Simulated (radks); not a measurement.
Results of a calculation; reference values are marked as such.
Excited configurations of He+: one electron is placed in a higher orbital outside the bare nucleus. The ground configuration is 1s1. Code: a radial shooting solver on a logarithmic mesh with Libxc functionals. Model: Dirac Kohn-Sham, PBE, spin-unpolarised, spherical densities, point nucleus; open shells are shared between the two j in proportion to 2j + 1. Excitation = E - E(ground); binding = E(ion) - E, where the ion is the core of charge +2; n* = 2/sqrt(2 binding) in atomic units, and the quantum defect is n - n*. Eigenvalue and <r> are those of j = l + 1/2.

outer orbital	excitation (eV)	binding (eV)	n*	quantum defect	<r> (bohr)
2p	38.690	13.070	2.041	-0.041	2.583
3s	45.561	6.199	2.963	0.037	6.612
3p	45.618	6.142	2.977	0.023	6.183
4f	48.331	3.429	3.984	0.016	8.998
5p	49.445	2.315	4.848	0.152	17.67
5f	49.476	2.284	4.882	0.118	15.43
6p	50.131	1.629	5.780	0.220	25.56
6f	50.140	1.620	5.796	0.204	23.27
7p	50.551	1.209	6.709	0.291	34.87
7d	50.551	1.209	6.710	0.290	33.91
7f	50.553	1.207	6.716	0.284	32.53

The Delta-SCF ionisation energy is 51.760 eV (NIST Atomic Spectra Database: 54.418 eV, theoretical). Self-interaction in the functional shifts the binding energies and quantum defects, so they are the method's values and not measured ones. Spin polarisation and multiplet splitting are left out, so open shells lie too high by an amount that depends on their filling.

Beside tabulated values, note that spin-unpolarised runs miss the spin-polarisation part of the exchange energy of open shells.
